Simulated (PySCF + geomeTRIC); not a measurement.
Species: C2H6BN, SMILES `C=BCN` (C–B–C–N torsion -130°, B–C–N–H torsion 167°) (charge 0, multiplicity 1).

Problem. Give a relaxed geometry from B3LYP-D3(BJ)/def2-TZVP (PySCF + geomeTRIC).

Solution. This is not unique; one that fits is the end point of this relaxation, one of several conformers (outside a Z-matrix the atoms follow the SMILES, hydrogens last).
Bond lengths (Å): C1–B2 1.379, C1–H5 1.084, C1–H6 1.084, B2–C3 1.528, C3–N4 1.467, C3–H7 1.097, C3–H8 1.107, N4–H9 1.013, N4–H10 1.012. Bond angles (°): B2–C1–H5 122.4, B2–C1–H6 122.7, H5–C1–H6 114.8, C1–B2–C3 177.1, B2–C3–N4 115.4, B2–C3–H7 108.1, B2–C3–H8 104.5, N4–C3–H7 109.1, N4–C3–H8 114.6, H7–C3–H8 104.4, C3–N4–H9 111.1, C3–N4–H10 111.1, H9–N4–H10 107.9.
